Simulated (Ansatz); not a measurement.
Calculated with Ansatz (gas phase, PBE0-D4/def2-TZVP geometries, no zero-point term in ΔE). CCSD(T)/CBS is the MP2 limit (def2-TZVPP, def2-QZVPP) plus CCSD(T) − MP2 in def2-TZVPP, frozen cores. One conformer a species, not always the lowest.

Consider the formal exchange of groups at a C–S bond: `FCS[SiH2]Cl` + `FCC(F)CF` → `FC[C@@H](F)[C@H](F)CF` + `S[SiH2]Cl`.

```
                species  HF/CBS(def2) energy (Eh)
          `FCS[SiH2]Cl`               -1285.80768
             `FCC(F)CF`                -415.01598
`FC[C@@H](F)[C@H](F)CF`                -552.96770
            `S[SiH2]Cl`               -1147.86720
```

Task: Work out ΔE.

Result: ΔE = (-552.96770) + (-1147.86720) − (-1285.80768) − (-415.01598) = -0.01124 Eh = -0.31 eV. CCSD(T)/CBS gives -0.25 eV.

Largest T1 diagnostic among the species: 0.011.

From PBE to PBE0 (25 % exact exchange), in def2-TZVPP and without D4, ΔE moves by −0.05 eV.
